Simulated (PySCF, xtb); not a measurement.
CH11NSi3, SMILES C[SiH2]N[SiH2][SiH3]. One conformer was computed; it need not be the lowest.

Harmonic wavenumbers (cm⁻¹) from GFN2-xTB (xtb) at its own minimum, in rising order: 22, 29, 54, 82, 127, 163, 214, 238, 376, 439, 474, 480, 484, 558, 618, 674, 699, 729, 767, 790, 801, 815, 824, 828, 838, 858, 975, 1202, 1376, 1494, 1501, 2129, 2189, 2193, 2205, 2219, 2237, 2238, 3035, 3039, 3055, 3475.

Task: What does PBE0-D3(BJ)/def2-SVP (PySCF) give at its own minimum? (Estimate from the structure and the level; the computed values follow.)

Result: 10, 28, 104, 128, 156, 196, 244, 341, 372, 418, 480, 512, 572, 631, 691, 718, 751, 813, 833, 884, 891, 916, 928, 931, 934, 941, 951, 1188, 1263, 1426, 1427, 2199, 2207, 2213, 2218, 2221, 2223, 2231, 3052, 3159, 3161, 3619. Paired by order, the mean absolute difference is 56 cm⁻¹ and the zero-point energies are 68.0 and 70.3 kcal/mol.
